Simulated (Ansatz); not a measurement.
Isolated molecules relaxed with PBE0-D4/def2-TZVP in Ansatz; ΔE leaves out vibrations. CCSD(T)/CBS adds triple-zeta CCSD(T) − MP2 to the extrapolated MP2 energy (def2 sets, frozen cores). This one scheme is used for every species. DFT in def2-TZVPP. HSE06 is defined as in plane-wave codes. Each species was taken in one conformer, which may not be the lowest.

Consider the cleavage of the Si–Si bond: `C[SiH2][SiH](Cl)Cl` + HCl → `C[SiH2]Cl` + `Cl[SiH2]Cl`.

`C[SiH2][SiH](Cl)Cl`:

Z-matrix (Å, degrees):
```
C
Si 1 1.870
H 1 1.092 2 110.5
H 1 1.092 2 110.5 3 119.8
H 1 1.092 2 110.7 3 -120.1
Si 2 2.337 1 109.1 3 -59.9
H 2 1.489 1 111.7 3 -179.0
H 2 1.489 1 111.7 3 59.2
Cl 6 2.059 2 108.7 1 58.9
Cl 6 2.059 2 108.7 1 -59.1
H 6 1.481 2 117.0 1 179.9
```

HCl:

Z-matrix (Å, degrees):
```
Cl
H 1 1.279
```

`C[SiH2]Cl`:

Z-matrix (Å, degrees):
```
C
Si 1 1.857
H 1 1.092 2 110.8
H 1 1.094 2 110.0 3 119.8
H 1 1.092 2 110.8 3 -120.4
Cl 2 2.062 1 109.6 3 60.1
H 2 1.483 1 111.6 3 178.7
H 2 1.483 1 111.5 3 -58.5
```

`Cl[SiH2]Cl`:

Z-matrix (Å, degrees):
```
Si
Cl 1 2.040
Cl 1 2.040 2 110.1
H 1 1.476 2 108.5 3 -118.6
H 1 1.476 2 108.5 3 118.6
```

(1) Is it downhill or uphill in electronic energy at CCSD(T)/CBS, and by how much? (An estimate is asked.)

(2) What do these levels give: r2SCANh-D4, HSE06-D4, ωB97X-V, B2PLYP, r2SCAN0, CAM-B3LYP, RPA@PBE/def2-TZVPP, HF/def2-SVP, HF/def2-TZVPP, CCSD/def2-TZVPP, HF/def2-QZVPP, SCS-MP2/def2-QZVPP? (Best estimate.)

Largest T1 diagnostic among the species: 0.010.

Results:

(1) Computed: Downhill: ΔE = -98.5 kJ/mol.

(2) Ansatz gave: r2SCANh-D4 -97.5, HSE06-D4 -87.4, ωB97X-V -98.3, B2PLYP -104.8, r2SCAN0 -101.7, CAM-B3LYP -106.3, RPA@PBE/def2-TZVPP -95.2, HF/def2-SVP -116.1, HF/def2-TZVPP -123.3, CCSD/def2-TZVPP -100.0, HF/def2-QZVPP -124.5, SCS-MP2/def2-QZVPP -108.8 kJ/mol.

From BLYP to BHLYP (50 % exact exchange), in def2-TZVPP and without D4, ΔE moves by −11.9 kJ/mol. In def2-TZVPP, CCSD(T) changes the Hartree–Fock value by +26.7 kJ/mol (the triples alone add +3.4 kJ/mol) and MP2 by +18.5 kJ/mol.
